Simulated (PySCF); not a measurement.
**Two-photon absorption: `C(=C=C=C(SC)F)=CF`, C$_{6}$H$_{4}$F$_{2}$S**

Geometry:
```
atom   x (Å)   y (Å)   z (Å)
  C1  -2.339   0.454   0.426
  S2  -2.649   0.064  -1.304
  C3  -1.023  -0.290  -1.837
  F4  -1.014  -0.586  -3.133
  C5   0.080  -0.282  -1.108
  C6   1.100  -0.242  -0.337
  C7   2.127  -0.201   0.430
  C8   3.165  -0.231   1.238
  F9   3.927   0.829   1.489
 H10  -1.910  -0.411   0.951
 H11  -3.318   0.699   0.859
 H12  -1.667   1.318   0.517
 H13   3.503  -1.122   1.780
```

Theory: TDDFT CAM-B3LYP/aug-cc-pVDZ excited states, vertical, gas phase in PySCF. Geometry: PBE0-D3(BJ)/def2-SVP.

**Question.** How strongly do the lowest singlets absorb one photon, and two photons of half the energy?

**Answer.** δ for parallel linear polarisation; σ at the peak of a Lorentzian of half width 0.1 eV, single beam; Ω is circular over linear.
| state | E (eV) | f | photon λ (nm) | δ (au) | σ (GM) | Ω | main |
| --- | --- | --- | --- | --- | --- | --- | --- |
| S1 | 3.12 | 0.000 | 796 | 1.06 | 0.00 | 1.03 | HOMO→LUMO 0.94 |
| S2 | 3.90 | 0.000 | 635 | 0.5 | 0.00 | 0.54 | HOMO−1→LUMO+1 0.96 |
| S3 | 4.28 | 0.103 | 579 | 298 | 2.00 | 0.55 | HOMO→LUMO+1 0.70, HOMO−1→LUMO 0.26 |
| S4 | 5.30 | 0.009 | 468 | 11.6 | 0.12 | 1.19 | HOMO→LUMO+2 0.44, HOMO−2→LUMO 0.23 |
| S5 | 5.40 | 1.378 | 459 | 266 | 2.84 | 0.80 | HOMO−1→LUMO 0.57, HOMO→LUMO+1 0.22 |
| S6 | 5.62 | 0.015 | 441 | 35.5 | 0.41 | 0.97 | HOMO→LUMO+2 0.39, HOMO−2→LUMO 0.28 |

Among these, the strongest one-photon state is S5, the strongest two-photon state S5, with a dipole change of 1.4 D (relaxed, norm of the difference vector).
